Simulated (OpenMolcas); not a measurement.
# How basis sets differ on BCl2F (dichlorofluoroborane)

The species is BCl2F (4 atoms), meant as a singlet with charge 0. SMILES: `FB(Cl)Cl`. The shape is that of a PBE0-D4/def2-TZVP optimisation.

Each level gives the HOMO–LUMO gap (eV). The values are calculated.

```csv
level,kind,program,value (eV),CPU time
HF/STO-3G,Hartree–Fock,OpenMolcas,17.23,2 s
HF/3-21G,Hartree–Fock,OpenMolcas,15.84,2.2 s
HF/def2-SVP,Hartree–Fock,OpenMolcas,15.97,3.6 s
HF/6-311+G**,Hartree–Fock,OpenMolcas,14.17,13 s
HF/def2-TZVP,Hartree–Fock,OpenMolcas,15.72,32 s
HF/def2-TZVPP,Hartree–Fock,OpenMolcas,15.72,38 s
```

The values span 14.17 to 17.23 eV. A Hartree–Fock LUMO above zero doesn't converge with the basis: it sinks as sets grow more diffuse. Orbital gaps aren't excitation energies. Times are those of the runs behind each value, whatever else they computed, on shared processors of several kinds: orders of magnitude only.
